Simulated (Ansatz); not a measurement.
Reaction R1 + R2 → P1 + P2, each structure at its B3LYP-D3(BJ)/def2-SVP stationary point, reached from a drawn start (curvature not checked).
P1: C4H12Si (SMILES C[Si](C)(C)C), charge 0, multiplicity 1.
R1: C3H9Si (SMILES C[Si](C)C), charge 0, multiplicity 2.
R2, C4H12Ti (SMILES [CH3][Ti]([CH3])([CH3])[CH3]) (charge 0, multiplicity 1):
```csv
atom,x (Å),y (Å),z (Å)
Ti,0.0012,0.0037,0.0018
C,1.2099,1.2082,1.1687
H,1.4252,2.1520,0.6365
H,0.7012,1.4386,2.1218
H,2.1609,0.6888,1.3829
C,1.1770,-1.1811,-1.2183
H,1.5156,-2.0724,-0.6605
H,0.5943,-1.5053,-2.0989
H,2.0596,-0.6105,-1.5586
C,-1.2329,1.1797,-1.1679
H,-0.7083,1.4630,-2.0979
H,-2.1488,0.6188,-1.4261
H,-1.5127,2.0955,-0.6172
C,-1.1534,-1.2052,1.2184
H,-2.0538,-0.6560,1.5469
H,-1.4633,-2.1079,0.6621
H,-0.5713,-1.5097,2.1065
```
P2, C3H9Ti (SMILES [CH3][Ti]([CH3])[CH3]) (charge 0, multiplicity 2):
```xyz
13

Ti    -0.00004    -0.00003     0.40419
C      2.04975    -0.02984     0.00714
H      2.36792     0.86478    -0.55687
H      2.59099    -0.03802     0.97522
H      2.34167    -0.93306    -0.55736
C     -0.99899     1.78994     0.00638
H     -0.36247     2.49455    -0.55758
H     -1.93232     1.61792    -0.55841
H     -1.26349     2.26263     0.97425
C     -1.05066    -1.76009     0.00601
H     -1.32886    -2.22499     0.97382
H     -1.97855    -1.56093    -0.55882
H     -0.43486    -2.48285    -0.55798
```

P less R. No zero-point or thermal terms; singlets are restricted closed shells; open shells are unrestricted; no spin–orbit coupling. The spin states of the d-block species are the ones drawn and need not be the lowest.

Cores are frozen in the correlated methods.

The values were computed with Ansatz (an electronic-structure program) with Gaussian orbitals. No computed number here is a measurement.

Total energies in hartree:

| structure | PBE/def2-TZVPP | PBE0/def2-TZVPP | CCSD(T)/def2-TZVPP |
|---|---|---|---|
| P1 | -448.869729 | -448.935693 | -448.457512 |
| R1 | -408.936210 | -408.990776 | -408.545393 |
| R2 | -1008.692565 | -1008.730205 | -1007.861355 |
| P2 | -968.796139 | -968.834203 | -968.002688 |

Work out the reaction energy at each level in eV (1 hartree = 27.21139 eV), and say how far PBE/def2-TZVPP lies from CCSD(T)/def2-TZVPP.


- PBE/def2-TZVPP: (-448.869729) + (-968.796139) − (-408.936210) − (-1008.692565) = -0.037093 hartree = -1.009 eV
- PBE0/def2-TZVPP: (-448.935693) + (-968.834203) − (-408.990776) − (-1008.730205) = -0.048915 hartree = -1.331 eV
- CCSD(T)/def2-TZVPP: (-448.457512) + (-968.002688) − (-408.545393) − (-1007.861355) = -0.053452 hartree = -1.455 eV
PBE/def2-TZVPP less CCSD(T)/def2-TZVPP: 0.446 eV. CCSD(T)/def2-TZVPP is the level counted from, the highest shown, and no exact or measured value.
